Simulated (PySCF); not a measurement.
# C2H8NSi2: g tensor and hyperfine couplings

Species: C2H8NSi2 (doublet state).
Structure used (GFN2-xTB), in Å, numbered top down from 1:
```
atom  x, y, z in Å
N1     2.6175    0.3977    1.3337
C2     1.7837    0.2693    0.4487
Si3    0.8526   -1.0897   -0.3970
C4    -0.9640   -0.7107    0.0326
Si5   -1.5768    1.0401   -0.3637
H6     2.9806    1.2937    1.6432
H7     1.1163   -2.5067   -0.0890
H8     1.1419   -0.8530   -1.8166
H9    -1.1288   -0.9096    1.0923
H10   -1.5848   -1.4280   -0.5050
H11   -3.0051    1.1438   -0.0421
H12   -1.3895    1.3232   -1.7879
H13   -0.8477    2.0301    0.4331
```

The hyperfine couplings belong to this conformer and change with its torsions.

The species is `[H]/N=[C]/[SiH2]C[SiH3]` [radical].

Method: UKS B3LYP, pcH-1 on C H N Si, non-relativistic, mean-field spin-orbit, GIAO in PySCF 2.14.0. One conformer (not necessarily the lowest) at the GFN2-xTB geometry, without solvent, vibrations or thermal averaging. Couplings are sensitive to structure, and on GFN2-xTB geometries they can be far from those on DFT ones. No stability test was run, so a lower SCF solution isn't excluded.

| Quantity | Value |
| --- | --- |
| g1, g2, g3 | 1.99814, 2.00200, 2.00322 |
| g_iso | 2.00112 |
| Form of g | rhombic: the two nearest values differ by 24 % of g3 − g1 |
| ⟨S²⟩ | 0.7528 (exact 0.7500) |
| α and β electrons | 28, 27 |
| HOMO–LUMO gap, α and β orbitals | 3.99, 6.54 eV |
| Total energy | -714.73314 Eh |
| Basis functions | 225 |

Isotropic coupling and dipolar principal values T1 to T3, in MHz; ρ(0) is the spin density at the nucleus:

```json
{"atom": "N1", "isotope": "14N", "a_iso": "33.2", "of which spin–orbit": "-0.1", "T1": "-14.9", "T2": "-13.0", "T3": "28.0", "Mulliken spin population": "0.18", "ρ(0) (bohr⁻³)": "0.1029"}
{"atom": "C2", "isotope": "13C", "a_iso": "116.1", "of which spin–orbit": "-0.3", "T1": "-54.5", "T2": "-51.5", "T3": "106.0", "Mulliken spin population": "0.64", "ρ(0) (bohr⁻³)": "0.1035"}
{"atom": "Si3", "isotope": "29Si", "a_iso": "-129.0", "of which spin–orbit": "0.1", "T1": "-24.6", "T2": "9.6", "T3": "15.0", "Mulliken spin population": "0.07", "ρ(0) (bohr⁻³)": "0.1453"}
{"atom": "C4", "isotope": "13C", "a_iso": "-1.1", "of which spin–orbit": "0.0", "T1": "-0.6", "T2": "-0.1", "T3": "0.7", "Mulliken spin population": "-0.01", "ρ(0) (bohr⁻³)": "-0.0010"}
{"atom": "Si5", "isotope": "29Si", "a_iso": "-4.4", "of which spin–orbit": "0.0", "T1": "-0.4", "T2": "0.0", "T3": "0.4", "Mulliken spin population": "0.01", "ρ(0) (bohr⁻³)": "0.0049"}
{"atom": "H6", "isotope": "1H", "a_iso": "181.2", "of which spin–orbit": "0.0", "T1": "-15.2", "T2": "-8.2", "T3": "23.4", "Mulliken spin population": "0.06", "ρ(0) (bohr⁻³)": "0.0405"}
{"atom": "H7", "isotope": "1H", "a_iso": "81.4", "of which spin–orbit": "0.0", "T1": "-3.4", "T2": "-1.3", "T3": "4.7", "Mulliken spin population": "0.05", "ρ(0) (bohr⁻³)": "0.0182"}
{"atom": "H8", "isotope": "1H", "a_iso": "-5.5", "of which spin–orbit": "0.0", "T1": "-4.1", "T2": "-2.3", "T3": "6.5", "Mulliken spin population": "0.00", "ρ(0) (bohr⁻³)": "-0.0012"}
{"atom": "H9", "isotope": "1H", "a_iso": "2.1", "of which spin–orbit": "0.0", "T1": "-2.0", "T2": "-1.4", "T3": "3.4", "Mulliken spin population": "0.00", "ρ(0) (bohr⁻³)": "0.0005"}
{"atom": "H10", "isotope": "1H", "a_iso": "-1.4", "of which spin–orbit": "0.0", "T1": "-1.4", "T2": "-0.7", "T3": "2.1", "Mulliken spin population": "0.00", "ρ(0) (bohr⁻³)": "-0.0003"}
{"atom": "H11", "isotope": "1H", "a_iso": "5.3", "of which spin–orbit": "0.0", "T1": "-0.6", "T2": "-0.6", "T3": "1.2", "Mulliken spin population": "0.00", "ρ(0) (bohr⁻³)": "0.0012"}
{"atom": "H12", "isotope": "1H", "a_iso": "0.1", "of which spin–orbit": "0.0", "T1": "-1.2", "T2": "-1.1", "T3": "2.2", "Mulliken spin population": "0.00", "ρ(0) (bohr⁻³)": "0.0000"}
{"atom": "H13", "isotope": "1H", "a_iso": "6.5", "of which spin–orbit": "0.0", "T1": "-2.6", "T2": "-2.1", "T3": "4.7", "Mulliken spin population": "0.00", "ρ(0) (bohr⁻³)": "0.0015"}
```

Largest spin populations (Mulliken): C2 (+0.64), N1 (+0.18) and Si3 (+0.07).

Under fast tumbling the dipolar parts average out, and these isotropic splittings remain: 1 × 1H (H6, I = 1/2, 2 lines) with 6.47 mT, 2 × 1H (H7/H8, I = 1/2, 3 lines) with 1.36 mT, 1 × 14N (N1, I = 1, 3 lines) with 1.18 mT and 3 × 1H (H11/H12/H13, I = 1/2, 4 lines) with 0.14 mT.

Class means assume fast exchange of nuclei equivalent by connectivity; if that motion is slow, each nucleus keeps its own coupling. The three 1H nuclei of mean +3.9 MHz run from 0.1 to 6.5 MHz in the frozen geometry. The 1H value of +38.0 MHz is a mean of couplings from -5.5 to 81.4 MHz in this one geometry, not an average over conformers.

The 13C coupling of C2 (116.1 MHz) shows only in satellite lines or after enrichment, since that isotope makes up about 1.07 % of natural carbon.

The 29Si coupling of Si3 (-129.0 MHz) shows only in satellite lines or after enrichment, since that isotope makes up about 4.7 % of natural silicon.

The spin density at the nucleus, in bohr⁻³, is negative for C4 (-0.0010), for instance. A restricted open-shell determinant has no negative spin density anywhere; here it arises because α and β orbitals differ (spin polarisation).

Time: 88 s wall (with the writing of density and orbital grids); peak memory 0.77 GiB. Hardware: one thread of an AMD EPYC, shared host with 64 logical CPUs at a one-minute load of 58.
